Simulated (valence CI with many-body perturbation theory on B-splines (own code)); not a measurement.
Values are calculated unless marked as measured or tabulated.
# Tb³²⁺: magnetic and hyperfine properties of the levels

Method: valence CI with perturbative core correlation (CI+MBPT): five valence electrons over a frozen Dirac-Fock core [Ar] 3d10, radial functions for each j: 9 s, 9 p, 8 d, 6 f, 3 g, 1 h, with the one-electron correlation potential Σ1 (screened to all orders), the two-electron term Σ2, the three-electron term Σ3, Breit, model QED; selected single and double excitations, second order for the rest (own B-spline code, finite nucleus).

The last digits are not significant, and no measured levels were compared; by estimate large intervals hold to a few tenths of a per cent, small ones and those within an open d or f shell to about a per cent. Among the levels kept, up to 260 cm⁻¹ of a level comes from second order outside the variational space, and about a tenth of that is noise between levels of different J, which matters for small intervals.

A/g_I is the dipole constant over the nuclear g factor μ/I (μ in nuclear magnetons, uniformly magnetised nucleus), B/Q the quadrupole constant per barn. Both hold the static response of the core; the bare values leave it out. Large factors of s and p1/2 electrons are usually good to 5 to 10 %; those of open d and f shells near neutrality can be off by tens of per cent, and small factors of p3/2, d and f electrons come from cancelling terms and can be off by a factor of two or in sign, in half-filled shells by more. B is blank for J = 1/2, where it vanishes, and for nearly pure S terms. Energies count from the lowest level.

Levels are named by their leading jj configuration (3d3/2^4 stands for four electrons in 3d with j = 3/2), which in mixed levels can hold well under half, so a name can repeat and another be missing. Letters in brackets count levels of one name in rising energy.

| Level | E (eV) | g | A/g_I (MHz) | A/g_I bare | B/Q (MHz/b) | B/Q bare |
| --- | --- | --- | --- | --- | --- | --- |
| (4s^2 4p1/2^2 4p3/2) J=3/2 | 0.00 | 1.395 | 31100 | 29700 | 57100 | 54900 |
| (4s^2 4p1/2 4p3/2^2) J=3/2 | 42.13 | 1.442 | -8160 | -8140 | 11700 | 11300 |
| (4s^2 4p1/2 4p3/2^2) J=5/2 | 46.59 | 1.197 | 75300 | 72500 | -275 | -256 |
| (4s^2 4p1/2 4p3/2^2) J=1/2 | 52.21 | 0.661 | 244000 | 235000 |  |  |
| (4s^2 4p3/2^3) J=3/2 | 95.07 | 1.290 | 34300 | 32900 | -68800 | -66200 |
| (4s 4p1/2^2 4p3/2^2) J=5/2 | 116.09 | 1.497 | 166000 | 160000 | 17300 | 16700 |
| (4s^2 4p1/2^2 4d3/2) J=3/2 | 120.32 | 0.894 | -8820 | -8130 | -5850 | -5490 |
| (4s 4p1/2^2 4p3/2^2) J=1/2 | 129.75 | 2.195 | 711000 | 684000 |  |  |
| (4s 4p1/2^2 4p3/2^2) J=3/2 | 133.31 | 1.082 | -63100 | -60700 | -9160 | -8810 |
| (4s^2 4p1/2^2 4d5/2) J=5/2 | 138.61 | 1.198 | 15400 | 15200 | 17700 | 17200 |
| (4s 4p1/2 4p3/2^3) J=3/2 [a] | 160.25 | 1.386 | 97400 | 93900 | -48200 | -46300 |
| (4s^2 4p1/2 4p3/2 4d3/2) J=5/2 [a] | 163.27 | 1.067 | 91200 | 88000 | -23700 | -22700 |
| (4s^2 4p1/2 4p3/2 4d3/2) J=1/2 [a] | 163.60 | 0.379 | 49400 | 48500 |  |  |
| (4s^2 4p1/2 4p3/2 4d3/2) J=3/2 | 163.66 | 1.069 | 82700 | 79900 | -31100 | -29900 |
| (4s 4p1/2 4p3/2^3) J=5/2 | 167.51 | 1.145 | 146000 | 140000 | -64500 | -61900 |
| (4s^2 4p1/2 4p3/2 4d3/2) J=7/2 | 168.35 | 1.072 | 54100 | 52300 | 49400 | 47600 |
| (4s^2 4p1/2 4p3/2 4d5/2) J=7/2 [a] | 173.96 | 1.312 | -8560 | -8070 | 69100 | 66600 |
| (4s 4p1/2 4p3/2^3) J=1/2 | 175.79 | 1.181 | -26000 | -25400 |  |  |
| (4s^2 4p1/2 4p3/2 4d5/2) J=9/2 | 178.76 | 1.207 | 40800 | 39400 | 53400 | 51600 |
| (4s 4p1/2 4p3/2^3) J=3/2 [b] | 178.82 | 1.181 | -30000 | -28700 | -2860 | -2770 |
| (4s^2 4p1/2 4p3/2 4d3/2) J=5/2 [b] | 179.43 | 1.265 | 11500 | 11400 | 27400 | 26400 |
| (4s^2 4p1/2 4p3/2 4d5/2) J=3/2 [a] | 180.79 | 1.113 | 5010 | 4950 | -13800 | -13300 |
| (4s^2 4p1/2 4p3/2 4d3/2) J=1/2 [b] | 184.67 | 1.976 | 11500 | 11200 |  |  |
| (4s^2 4p1/2 4p3/2 4d5/2) J=5/2 [a] | 185.96 | 1.182 | 68600 | 66400 | -33400 | -32100 |
| (4s^2 4p1/2 4p3/2 4d5/2) J=3/2 [b] | 188.30 | 1.428 | 56300 | 54500 | -16700 | -16100 |
| (4s^2 4p1/2 4p3/2 4d5/2) J=7/2 [b] | 188.82 | 1.087 | 46300 | 44800 | 20000 | 19400 |
| (4s^2 4p1/2 4p3/2 4d5/2) J=5/2 [b] | 192.25 | 1.190 | 4690 | 4680 | 20000 | 19300 |
| (4s^2 4p1/2 4p3/2 4d5/2) J=3/2 [c] | 193.52 | 0.859 | 63100 | 61200 | 17400 | 16800 |
| (4s^2 4p1/2 4p3/2 4d5/2) J=1/2 | 197.37 | 1.031 | -69400 | -66200 |  |  |
| (4s 4p3/2^4) J=1/2 [a] | 216.46 | 1.650 | 383000 | 369000 |  |  |
| (4s^2 4p3/2^2 4d5/2) J=7/2 | 221.91 | 1.268 | 18100 | 17700 | 12500 | 12100 |
| (4s^2 4p3/2^2 4d3/2) J=1/2 | 221.95 | 1.156 | 17600 | 16000 |  |  |
| (4s^2 4p3/2^2 4d3/2) J=3/2 [a] | 222.39 | 1.164 | 23800 | 22900 | -26800 | -25900 |
| (4s^2 4p3/2^2 4d3/2) J=5/2 | 223.09 | 1.208 | 34700 | 33600 | -9590 | -9270 |
| (4s^2 4p3/2^2 4d5/2) J=9/2 | 223.49 | 1.233 | 19200 | 18600 | 38100 | 36800 |
| (4s^2 4p3/2^2 4d3/2) J=7/2 | 226.57 | 1.089 | 26800 | 25900 | 3950 | 4040 |
| (4s^2 4p3/2^2 4d3/2) J=3/2 [b] | 231.67 | 0.945 | 17000 | 16900 | 21200 | 20600 |
| (4s^2 4p3/2^2 4d5/2) J=5/2 [a] | 234.49 | 1.204 | 8940 | 8960 | 80800 | 77800 |
| (4s 4p1/2^2 4p3/2 4d3/2) J=5/2 [a] | 237.37 | 1.334 | 118000 | 114000 | 15800 | 15200 |
| (4s 4p1/2^2 4p3/2 4d3/2) J=3/2 [a] | 237.81 | 1.434 | 119000 | 115000 | -4980 | -4880 |

**Question.** Take the isotope of mass number 157, with I = 3/2, μ = 2.03 μN and Q = 1.4 b. What is the hyperfine structure of (4s 4p1/2^2 4p3/2^2) J=5/2?

**Answer.** From the table A = 225000 MHz, B = 24200 MHz. Shifts from the centre of gravity in MHz: F = 1: -1160000, F = 2: -734000, F = 3: -69600, F = 4: 850000.
